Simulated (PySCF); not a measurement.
A structure optimised at PBE-D3(BJ)/def2-SVP, used in a PySCF frequency run:

```xyz
9

B      0.4331     0.0319    -0.0204
O      1.7968     0.0971    -0.0375
H      2.1616     0.5016    -0.8462
P     -0.3749    -0.9187     1.4600
H     -1.5081    -0.0490     1.6160
H      0.4037    -0.3211     2.5102
P     -0.6908     0.8370    -1.3871
H     -1.6609    -0.2206    -1.4362
H      0.0490     0.3775    -2.5362
```

Problem. Write its SMILES and formula.

Solution. OB(P)P, BH₅OP₂

Problem. What are its rotational constants (standard atomic weights)?

Solution. 5.9306, 2.6128, 1.8592 GHz
